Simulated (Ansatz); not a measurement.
Start from `[NH2][Zn][NH2]` and change one atom or group to get `[NH2][Zn][OH]`.

Ansatz, PBE0-D4/def2-TZVP geometries, multiplicity 1. Each molecule was computed in one conformer, which needn't be the lowest.

Scalar relativity is left out up to krypton.

```tsv
property	`[NH2][Zn][NH2]`
HOMO–LUMO gap (PBE0/def2-TZVPP) / eV	6.47
HOMO energy (B3LYP/def2-TZVPP) / eV	-6.54
HOMO–LUMO gap (B3LYP/def2-TZVPP) / eV	5.92
HOMO–LUMO gap (PBE/def2-TZVPP) / eV	4.34
size of the dipole moment (B3LYP/def2-TZVPP) / D	1.21
size of the dipole moment (ωB97M-V/def2-TZVPP) / D	1.27
```

Give the same properties after the change, and the shifts. (Estimate.)

Computed: 
| property | `[NH2][Zn][OH]` | shift |
| --- | --- | --- |
| HOMO–LUMO gap (PBE0/def2-TZVPP) / eV | 6.43 | -0.04 |
| HOMO energy (B3LYP/def2-TZVPP) / eV | -6.89 | -0.35 |
| HOMO–LUMO gap (B3LYP/def2-TZVPP) / eV | 5.87 | -0.05 |
| HOMO–LUMO gap (PBE/def2-TZVPP) / eV | 4.24 | -0.10 |
| size of the dipole moment (B3LYP/def2-TZVPP) / D | 2.49 | 1.28 |
| size of the dipole moment (ωB97M-V/def2-TZVPP) / D | 2.53 | 1.26 |

The zero-point energy changes by -31.1 kJ/mol with -3 modes. Dipoles are sizes alone; their direction can turn.

B3LYP here is the variant with VWN-RPA as its local correlation; programs differ in this.
